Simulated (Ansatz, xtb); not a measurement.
# A geometry optimisation of ClH4N2OSb with r2SCAN-D4/def2-SVP

The starting geometry of this gas-phase singlet was built from a drawn formula by distance geometry and a force field; its bonds are those of `[NH-][NH2+][O][SbH][Cl]`.

```yaml
atoms:
  - { symbol: Cl, position_ang: [0.5678, 2.6042, -2.1494] }
  - { symbol: N, position_ang: [-0.8255, -1.1468, 0.4045] }
  - { symbol: N, position_ang: [0.1920, -0.6788, -0.3569] }
  - { symbol: O, position_ang: [0.6005, 0.5245, 0.2496] }
  - { symbol: Sb, position_ang: [2.1184, 1.2772, -0.9194] }
  - { symbol: H, position_ang: [-0.4386, -1.4456, 1.3716] }
  - { symbol: H, position_ang: [0.9813, -1.3017, -0.3952] }
  - { symbol: H, position_ang: [-0.1814, -0.4019, -1.2623] }
  - { symbol: H, position_ang: [2.3746, 2.6119, 0.2719] }
```

Where would you expect an optimisation with r2SCAN-D4/def2-SVP to take it?

It loosens into ClH2OSb + H2N2, which stay close as a complex. Contacts that open: N3–O4 (1.41 → 2.81 Å), N3–H7 (1.01 → 1.87 Å). Contacts that close: O4–H7 (1.97 → 0.99 Å).

The energy falls by 3.09 eV over 44 steps:

```
step  E − E(last) (eV)
   1             3.093
   6             1.779
  11             1.670
  15             1.455
  20             0.335
  25             0.039
  30             0.004
  34             0.002
  39             0.000
  44             0.000
```

Final geometry (Å):

```xyz
9

Cl    0.8057    1.7463   -2.4798
N    -1.2708   -1.0798    0.3164
N    -0.2883   -0.5302   -0.1948
O     2.4938   -0.1056   -0.2456
Sb    2.4319    1.8108   -0.6780
H    -0.9252   -1.6028    1.1487
H     1.5703   -0.4122   -0.0637
H    -0.5957    0.0050   -1.0348
H     1.1674    2.2115    0.4460
```

From the same start GFN2-xTB ends elsewhere, in pieces: ClOSb + H4N2.

The end wasn't checked by frequencies. Atoms past krypton carry core potentials, without spin–orbit terms. Run with Ansatz 0.2.0, 2.4 min on 2 threads of Arm Neoverse V2 (shared host).
